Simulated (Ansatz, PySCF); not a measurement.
Reaction (SMILES): C=C[CH-]O -> [CH-]=CCO
Geometries: B3LYP-D3(BJ)/def2-TZVP minima from Ansatz (a first-principles code), one conformer each, not searched for the lowest.

Wanted: isomerisation energy (enthalpy at 298 K, with B3LYP-D3(BJ) rigid-rotor harmonic-oscillator terms from PySCF), in eV. Correlated levels leave the core frozen unless marked. No spin-orbit coupling. Non-relativistic unless marked X2C. Anions need diffuse functions: aug- sets have them; def2-D sets add few; the other sets have none. CBS marks a two-point X^-3 extrapolation of the correlation energy; Hartree-Fock from the larger set. The bracket is a focal-point correction in the basis named.

| level | program | isomerisation energy (eV) |
|---|---|---|
| HF/cc-pVDZ | Ansatz | 0.09 |
| BLYP/def2-TZVPD | Ansatz | 0.41 |

Question: Predict the RI-MP2/CBS(aug-cc-pVTZ,aug-cc-pVQZ)+[CCSD(T)-MP2]/aug-cc-pVTZ result (Ansatz).

Answer: 0.24 eV
